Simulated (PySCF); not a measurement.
1-methylpyrrole (C5H7N), SMILES Cn1cccc1. Heavy atoms are numbered as in [CH3:1][n:2]1[cH:3][cH:4][cH:5][cH:6]1. Hydrogens are named by the atom that carries them.

Geometry: PBE-D3(BJ)/def2-SVP.

Level of theory: PBE/pcSseg-1 (PySCF).

GIAO shieldings, no solvent; atoms alike by connectivity are averaged. δ = σ(ref) − σ: ¹³C against TMS (σ = 182.0 ppm); ¹⁵N against NH3 (σ = 267.0 ppm); ¹H against TMS (σ = 31.49 ppm), references at their B3LYP-D3(BJ)/def2-TZVP geometries, non-relativistic.

```csv
nucleus,atoms,count,δ (ppm)
¹³C,C3 (CH),2,125.8
¹³C,C4 (CH),2,116.7
¹³C,C1 (CH3),1,40.9
¹⁵N,N2,1,186.0
¹H,H on C3,2,6.87
¹H,H on C4,2,6.65
¹H,H on C1,3,4.06
```
